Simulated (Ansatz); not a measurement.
Calculated with Ansatz (gas phase, PBE0-D4/def2-TZVP geometries, no zero-point term in ΔE). CBS: MP2 limit from def2 TZ/QZ plus the TZ coupled-cluster correction, frozen cores. DFT in def2-TZVPP. B3LYP here is the variant with VWN-RPA as its local correlation; programs differ in this. Each species was taken in one conformer, which may not be the lowest.

`C=C(S)S[SiH2]F` → `F/C=C(\[SiH3])SS`  (isomerisation)

```json
{"level": "PBE-D4", "ΔE (kcal/mol)": "54.5", "difference from CCSD(T)/CBS": "-6.9"}
{"level": "r2SCAN-D4", "ΔE (kcal/mol)": "58.2", "difference from CCSD(T)/CBS": "-3.2"}
{"level": "PBE0-D4", "ΔE (kcal/mol)": "56.8", "difference from CCSD(T)/CBS": "-4.6"}
{"level": "B3LYP-D4", "ΔE (kcal/mol)": "57.4", "difference from CCSD(T)/CBS": "-4.0"}
{"level": "ωB97X-V", "ΔE (kcal/mol)": "57.9", "difference from CCSD(T)/CBS": "-3.5"}
{"level": "ωB97M-V", "ΔE (kcal/mol)": "58.5", "difference from CCSD(T)/CBS": "-2.9"}
{"level": "B2PLYP", "ΔE (kcal/mol)": "59.4", "difference from CCSD(T)/CBS": "-2.0"}
{"level": "PBE", "ΔE (kcal/mol)": "54.1", "difference from CCSD(T)/CBS": "-7.3"}
{"level": "r2SCAN", "ΔE (kcal/mol)": "58.2", "difference from CCSD(T)/CBS": "-3.2"}
{"level": "PBE0", "ΔE (kcal/mol)": "56.5", "difference from CCSD(T)/CBS": "-4.9"}
{"level": "B3LYP", "ΔE (kcal/mol)": "56.8", "difference from CCSD(T)/CBS": "-4.6"}
{"level": "HF/def2-TZVPP", "ΔE (kcal/mol)": "60.1", "difference from CCSD(T)/CBS": "-1.3"}
{"level": "MP2/def2-TZVPP", "ΔE (kcal/mol)": "63.8", "difference from CCSD(T)/CBS": "2.4"}
{"level": "SCS-MP2/def2-TZVPP", "ΔE (kcal/mol)": "62.2", "difference from CCSD(T)/CBS": "0.8"}
{"level": "CCSD/def2-TZVPP", "ΔE (kcal/mol)": "60.7", "difference from CCSD(T)/CBS": "-0.7"}
{"level": "CCSD(T)/def2-TZVPP", "ΔE (kcal/mol)": "60.3", "difference from CCSD(T)/CBS": "-1.1"}
{"level": "HF/def2-QZVPP", "ΔE (kcal/mol)": "60.5", "difference from CCSD(T)/CBS": "-0.9"}
{"level": "MP2/def2-QZVPP", "ΔE (kcal/mol)": "64.5", "difference from CCSD(T)/CBS": "3.1"}
{"level": "SCS-MP2/def2-QZVPP", "ΔE (kcal/mol)": "63.1", "difference from CCSD(T)/CBS": "1.7"}
{"level": "HF/CBS(def2)", "ΔE (kcal/mol)": "60.5", "difference from CCSD(T)/CBS": "-0.9"}
{"level": "MP2/CBS(def2)", "ΔE (kcal/mol)": "64.9", "difference from CCSD(T)/CBS": "3.5"}
{"level": "CCSD/CBS(def2)", "ΔE (kcal/mol)": "61.7", "difference from CCSD(T)/CBS": "0.3"}
{"level": "CCSD(T)/CBS", "ΔE (kcal/mol)": "61.4", "difference from CCSD(T)/CBS": "0"}
```

Largest T1 diagnostic among the species: 0.013.

From PBE to PBE0 (25 % exact exchange), in def2-TZVPP and without D4, ΔE moves by +2.4 kcal/mol.
